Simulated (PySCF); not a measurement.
Compound: C5H8ClFSi.
SMILES with atom numbers: `[CH2:1]=[C:2]1[CH2:3][C@@H:4]([CH2:5][Cl:6])[Si@@H:7]1[F:8]`

Cartesian coordinates in Å at the GFN2-xTB level; atoms count from 1:
```xyz
16
C5H8ClFSi angstrom
C     -2.5880   -0.4529   -0.2967
C     -1.3511   -0.1392    0.0491
C     -0.1846   -1.0744    0.3037
C      0.8617   -0.0278    0.7665
C      2.1298   -0.0542   -0.0584
Cl     3.1430    1.3668    0.3174
Si    -0.3633    1.4212    0.4574
F     -0.8243    2.1918    1.8002
H     -3.3426    0.3003   -0.4471
H     -2.9004   -1.4770   -0.4393
H      0.1254   -1.5914   -0.6053
H     -0.4061   -1.8259    1.0602
H      1.1254   -0.1661    1.8167
H      2.7380   -0.9373    0.1456
H      1.9098   -0.0024   -1.1251
H     -0.0800    2.4774   -0.4890
```

Definitions: NICS(0) = −σiso at the ring centroid; NICS(1) = −σiso and NICS(1)zz = −σzz at ±1 Å along the ring normal z. Level: GIAO PBE0/pcSseg-1 (PySCF, non-relativistic, gas phase) on the GFN2-xTB geometry, one conformer.

Ring bond lengths (Å), with Mayer bond orders in brackets: C2–C3 1.517 (0.99), C3–C4 1.551 (0.97), C4–Si7 1.922 (0.85), Si7–C2 1.891 (0.85).

Problem. Give the NICS values of each ring in ppm.

Solution. 
```
        ring                                              type  NICS(0)  NICS(1), two faces  NICS(1)zz, two faces  rms pucker (Å)  centre to ring atoms, mean (Å)
C2–C3–C4–Si7  4-membered ring with Si; formal bonds all single      2.2         -1.7 / -1.1             2.0 / 2.4            0.02                            1.21
```

Problem. What can be read from them?

Solution. 
- C2–C3–C4–Si7: mean NICS(1)zz 2.2 ppm, near zero. C3, C4, Si7 have four or more neighbours, so the value isn't read as a sign of a π ring current.

Problem. List the ring angles and the Hirshfeld charges of the ring atoms.

Solution. 
- C2–C3–C4–Si7: C2 94.1° (-0.096 e), C3 98.8° (-0.073 e), C4 91.8° (-0.124 e), Si7 75.3° (+0.433 e); sum 359.9° against 360° for a flat convex ring.
